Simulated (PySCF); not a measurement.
Atomic charges by several schemes

Compound: C7H13O2P.
SMILES with atom numbers: `[CH3:1][CH2:2][P@@:3](=[O:4])([OH:5])[C:6]1=[CH:7][CH2:8][CH2:9][CH2:10]1` (hydrogens: H11, H12, H13 on C1; H14, H15 on C2; H16 on O5; H17 on C7; H18, H19 on C8; H20, H21 on C9; H22, H23 on C10)

Cartesian coordinates in Å at the GFN2-xTB level; atoms count from 1:
```xyz
23
C7H13O2P angstrom
C      2.516   -0.680    0.927
C      2.276   -0.533   -0.566
P      1.136    0.879   -0.851
O      1.638    2.197   -0.447
O      0.884    0.808   -2.452
C     -0.456    0.413   -0.139
C     -1.076    1.116    0.800
C     -2.372    0.487    1.207
C     -2.601   -0.591    0.131
C     -1.225   -0.819   -0.522
H      1.583   -0.906    1.442
H      2.901    0.256    1.327
H      3.231   -1.473    1.132
H      1.852   -1.438   -1.000
H      3.205   -0.298   -1.090
H      0.994    1.696   -2.797
H     -0.699    2.021    1.243
H     -2.272    0.048    2.204
H     -3.184    1.213    1.249
H     -3.302   -0.216   -0.616
H     -3.012   -1.508    0.549
H     -0.733   -1.707   -0.118
H     -1.288   -0.937   -1.604
```

Density: PBE0/pcSseg-1 (PySCF); schemes: Mulliken, IAO, Hirshfeld and ESP-fitted. The structure is a single GFN2-xTB conformer in the gas phase; no vibrational or solvent corrections.

**Question.** Give the atomic charges in each scheme.

**Answer.** In e:

```
atom                      environment  Mulliken     IAO  Hirshfeld  ESP-fitted
  C1                    methyl carbon    -0.295  -0.420     -0.118      -0.378
  C2   sp3 carbon bound to phosphorus    -0.494  -0.518     -0.113      +0.078
  P3            phosphoryl phosphorus    +1.220  +1.697     +0.470      +0.679
  O4                phosphoryl oxygen    -0.608  -0.925     -0.407      -0.612
  O5                  hydroxyl oxygen    -0.520  -0.777     -0.251      -0.678
  C6  fully substituted alkene carbon    -0.565  -0.305     -0.063      -0.007
  C7                 alkene CH carbon    -0.062  -0.115     -0.023      -0.202
  C8                   allylic carbon    -0.173  -0.271     -0.067      +0.087
  C9                  ring CH2 carbon    -0.229  -0.259     -0.062      -0.298
 C10                   allylic carbon    -0.117  -0.266     -0.072      +0.011
 H11                  methyl hydrogen    +0.128  +0.139     +0.034      +0.087
 H12                  methyl hydrogen    +0.136  +0.156     +0.044      +0.113
 H13                  methyl hydrogen    +0.129  +0.147     +0.045      +0.101
 H14               methylene hydrogen    +0.151  +0.153     +0.045      +0.007
 H15               methylene hydrogen    +0.159  +0.162     +0.052      +0.054
 H16                hydroxyl hydrogen    +0.248  +0.377     +0.179      +0.469
 H17                 vinylic hydrogen    +0.092  +0.168     +0.057      +0.134
 H18               methylene hydrogen    +0.138  +0.145     +0.044      +0.032
 H19               methylene hydrogen    +0.137  +0.147     +0.046      +0.033
 H20               methylene hydrogen    +0.130  +0.140     +0.041      +0.101
 H21               methylene hydrogen    +0.122  +0.141     +0.041      +0.085
 H22               methylene hydrogen    +0.133  +0.135     +0.037      +0.055
 H23               methylene hydrogen    +0.141  +0.150     +0.040      +0.051
```

Mean size of the charges over all atoms: IAO 0.335 e, Mulliken 0.266 e, ESP-fitted 0.189 e, Hirshfeld 0.102 e. Each set sums to the total charge, 0, to within 0.001 e. The IAO scheme counts the electrons in orthogonalised intrinsic atomic orbitals, a minimal basis polarised so that it spans the occupied orbitals exactly.

Lowest charge. The schemes don't all agree: Mulliken O4 (-0.608); IAO O4 (-0.925); Hirshfeld O4 (-0.407); ESP-fitted O5 (-0.678).

Highest charge. All schemes agree: Mulliken P3 (+1.220); IAO P3 (+1.697); Hirshfeld P3 (+0.470); ESP-fitted P3 (+0.679).

**Question.** Sum the charges by element, for elements with more than one atom.

**Answer.** 
| element | atoms | Mulliken | IAO | Hirshfeld | ESP-fitted |
| --- | --- | --- | --- | --- | --- |
| C | 7 | -1.935 | -2.155 | -0.518 | -0.709 |
| O | 2 | -1.128 | -1.701 | -0.658 | -1.290 |
| H | 13 | +1.843 | +2.160 | +0.705 | +1.320 |

**Question.** How many electrons does the IAO scheme count on C10?

**Answer.** Z − q = 6 − (-0.266) = 6.266.
